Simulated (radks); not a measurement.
Charge is removed step by step from the 3p3/2 level of Ga+, starting from [Ne] 3s2 3p(1/2: 2, 3/2: 4) 3d10 4s2. All-electron calculation, Dirac Kohn-Sham, PBE, spin-unpolarised, spherical densities, finite nucleus; Fermi nuclear charge, rms radius 3.9973 fm. Program: a radial shooting solver on a logarithmic mesh with Libxc functionals.

| removed (e) | E - E(0) (eV) | eigenvalue (eV) | E minus straight line (eV) |
|---|---|---|---|
| 0 | 0.000 | -105.93 | 0.000 |
| 0.1 | 10.696 | -107.98 | -0.964 |
| 0.2 | 21.598 | -110.06 | -1.722 |
| 0.3 | 32.709 | -112.18 | -2.271 |
| 0.4 | 44.034 | -114.32 | -2.606 |
| 0.5 | 55.574 | -116.49 | -2.726 |
| 0.6 | 67.332 | -118.68 | -2.628 |
| 0.7 | 79.311 | -120.91 | -2.309 |
| 0.8 | 91.514 | -123.15 | -1.766 |
| 0.9 | 103.94 | -125.43 | -0.997 |
| 1 | 116.60 | -127.72 | 0.000 |

Removing the whole electron costs 116.60 eV by Delta-SCF, against 105.93 eV from minus the eigenvalue at the starting occupation. Slater's transition state (half an electron removed) gives 116.49 eV. Integrating minus the eigenvalue over the occupation (Janak's theorem) gives 116.60 eV. The mean slope of the eigenvalue, de/dn, is 21.8 eV per electron.
